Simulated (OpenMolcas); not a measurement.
**Ca+: effect of the active space**

* Program: OpenMolcas
* Method: SS-CASPT2, IPEA 0.25 Eh, imaginary shift 0.1 Eh
* Basis: ANO-RCC-VTZP
* Scalar Hamiltonian: DKH2, point nucleus
* Spin-orbit coupling: state interaction with AMFI integrals over the reference wave functions, term energies averaged over their components

A. 1 electron in 4 orbitals (4s 4p); 2S+1 = 2 even, 1 root; 2S+1 = 2 odd, 3 roots; closed shells correlated: 3s 3p; CASPT2 step roughly 0.8 core-seconds
B. 1 electron in 9 orbitals (3d 4s 4p); 2S+1 = 2 even, 6 roots; 2S+1 = 2 odd, 3 roots; closed shells correlated: 3s 3p; CASPT2 step roughly 2.3 core-seconds

Energies in cm⁻¹ above 4s ²S_1/2, the measured ground level; measured values from NIST Handbook of Basic Atomic Spectroscopic Data.

```csv
Level,A,B,Measured
4s ²S_1/2,0.0,0.0,0.0
4p ²P°_1/2,25060,24970,25192
4p ²P°_3/2,25210,25120,25414
```

Deviations, from unrounded energies. A percentage is the sum of absolute deviations over the sum of measured energies, with the sign that they share, or ± where signs differ.

```tsv
Against measurement	Levels	A	B
mean absolute deviation (cm-1)	2	170	260
other configurations (%)	2	-0.7	-1.0
```

A lies closest to measurement on these levels. The largest miss of A in the table is 4p ²P°_3/2, by -200 cm-1. The ranking rests on the paired levels alone, and a cruder setting can come out closer through cancelling errors.

Between A and B the level of the table that moves most is 4p ²P°_1/2, by 91 cm-1 (lowest in B, highest in A). Moves below CASPT2's spread within the term are not significant.

ANO sets are built for ground and valence states and can reach diffuse excited orbitals poorly. With one active electron, CASPT2 adds the correlation within the correlated inactive shells and between them and that electron, and leaves the splitting within a term as the reference gives it. Measured partners are found by configuration, term and J. A level has none where our copy of the source lacks it or the pairing is in doubt (some pairs that miss far off the trend of their configuration count as doubtful), and it then counts in no deviation. Levels of configurations outside the active space are missing. The table leaves out levels that lie high or whose names do not pair safely across all columns.

° marks odd parity.
